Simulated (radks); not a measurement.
These are the eigenvalues of the occupied orbitals of an atom or ion with whole-number occupations (eV). Method: non-relativistic Kohn-Sham, TPSS, spin-polarised, spherical densities, point nucleus; meta-GGA in the generalised Kohn-Sham scheme; computed with a radial shooting solver on a logarithmic mesh with Libxc functionals.

| orbital | eigenvalue |
|---|---|
| 1s up | -29774.30 |
| 1s down | -29773.85 |
| 2s up | -4903.534 |
| 2s down | -4903.368 |
| 2p up | -4629.983 |
| 2p down | -4629.618 |
| 3s up | -1385.097 |
| 3s down | -1384.616 |
| 3p up | -1271.433 |
| 3p down | -1270.860 |
| 3d up | -1063.305 |
| 3d down | -1062.733 |
| 4s up | -600.3554 |
| 4s down | -596.1047 |
| 4p up | -556.8680 |

Which element is it, and in what charge state? The configuration may be excited. Open shells, if any, are filled with parallel spins first.

Answer. Z = 51, antimony, charge +20: Sb20+ in [Ar] 3d10 4s2 4p1. The list shows which subshells hold electrons but not how many an open one holds; the 1s level, -1094.2 hartree, gives Z - s = 46.8 by -(Z - s)^2/2, which with screening narrows Z to a few neighbours, and the depths of the outer levels then fix element, charge and occupations together.
